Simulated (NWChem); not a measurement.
CH₄F₂Si; SMILES C[SiH](F)F

Results from NWChem. Pople sets run with spherical d functions. STO-3G and 3-21G are far too small for this property and stand as cheap habits. Coordinates come from a PBE0/def2-SVP optimisation. Field at 589 nm.

```json
[
 {"level": "B3LYP/STO-3G", "isotropic polarisability (bohr³)": "16.4", "anisotropy (bohr³)": "1.9", "relative time": "1"},
 {"level": "B3LYP/6-31G*", "isotropic polarisability (bohr³)": "30.1", "anisotropy (bohr³)": "4.4", "relative time": "4"},
 {"level": "B3LYP/def2-SVP", "isotropic polarisability (bohr³)": "31.0", "anisotropy (bohr³)": "5.3", "relative time": "4"},
 {"level": "B3LYP/def2-SVPD", "isotropic polarisability (bohr³)": "38.8", "anisotropy (bohr³)": "6.3", "relative time": "10"},
 {"level": "B3LYP/aug-cc-pVDZ", "isotropic polarisability (bohr³)": "39.4", "anisotropy (bohr³)": "6.5", "relative time": "30"}
]
```

Times are rough ratios from one shared machine.
